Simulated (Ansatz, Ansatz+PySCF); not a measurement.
```xyz
2

Li    0.0000    0.0000    0.0000
F    10.0000    0.0000    0.0000
```

Basis set: cc-pVDZ (spherical functions). Frozen core: 1 orbital. Charge 0, multiplicity 1.

Computed with Ansatz (development build ahead of 0.2.0); each method stands on the lowest determinant of its kind that the runs found. Restricted open shells among the atoms or ions are ROHF, correlated in semicanonical orbitals with singles. Restricted functionals stand beside restricted open-shell atoms, which can lie above the unrestricted atoms usual in DFT and then raise those values.

The atomization energy at this shape (free ground-state atoms in the same class of orbitals less the molecule, no zero-point energy) of singlet LiF in separate pieces:

```
               method  atomization energy
r²SCAN (unrestricted)      14.56 kcal/mol
 ωB97X (unrestricted)       0.00 kcal/mol
  r²SCAN (restricted)      -0.74 kcal/mol
   PBE (unrestricted)      18.93 kcal/mol
  PBE0 (unrestricted)       6.42 kcal/mol
     PBE (restricted)       7.63 kcal/mol
    PBE0 (restricted)     -17.70 kcal/mol
         UHF-CCSDT(Q)       0.00 kcal/mol
          UHF-CCSD(T)       0.00 kcal/mol
              UHF-MP2       0.00 kcal/mol
              RHF-MP2     -14.95 kcal/mol
                  UHF       0.00 kcal/mol
                  RHF     -90.19 kcal/mol
             UHF-CCSD       0.00 kcal/mol
             RHF-CCSD     -16.05 kcal/mol
```

**Question.** What does ωB97X (restricted) give?

**Answer.** -36.85 kcal/mol. Caution for r²SCAN (unrestricted), ωB97X (unrestricted), r²SCAN (restricted), ωB97X (restricted), PBE (unrestricted), PBE0 (unrestricted), PBE (restricted), PBE0 (restricted): charge can spread falsely over distant fragments. Caution for r²SCAN (unrestricted), PBE (unrestricted), PBE0 (unrestricted): the unrestricted determinant is spin contaminated. Caution for ωB97X (unrestricted), PBE0 (unrestricted): the determinant breaks the point group. Caution for ωB97X (unrestricted), UHF-CCSDT(Q), UHF-CCSD(T), UHF-MP2, UHF, UHF-CCSD: the unrestricted determinant is a mixture of spin states. Caution for r²SCAN (restricted), ωB97X (restricted), PBE (restricted), PBE0 (restricted), RHF-MP2, RHF, RHF-CCSD: an unrestricted determinant lies well below. Caution for ωB97X (restricted), RHF: the molecule lies well above its atoms at this level. Caution for UHF-CCSDT(Q), UHF-CCSD(T), UHF-MP2, UHF-CCSD: bonds are stretched, where a single reference can fail. Caution for RHF-MP2, RHF-CCSD: large amplitudes, a single reference is doubtful.
